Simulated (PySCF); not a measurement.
# How methods differ on the excitation energy of Ru

Ru [Kr] 4d7 5s1 (5F) → Ru [Kr] 4d8 (3F), as a difference of total energies. Calculation: PySCF 2.14, in aug-cc-pwCVDZ-PP with ECP28MDF (6s6p5d3f, 70 functions); scalar relativity through the core potential. Correlated levels: valence: 4s2 4p6 frozen; valence and next inner shell: nothing frozen outside the core potential. The calculations carry no spin-orbit coupling.

```tsv
method	excitation energy (eV)
UHF	2.285
LDA	1.129
PBE	1.196
PBE0	1.316
r2SCAN	1.565
CAM-B3LYP	1.138
wB97M-V	0.949
M06-2X	0.933
r2SCAN0	1.571
MP2 (valence)	1.238
SCS-MP2 (valence)	0.987
MP2 (valence and next inner shell)	1.291
SCS-MP2 (valence and next inner shell)	1.171
```

Problem. How much does correlation contribute at MP2 (valence and next inner shell)?

Solution. 1.291 − (2.285) = -0.994 eV, measured against UHF.
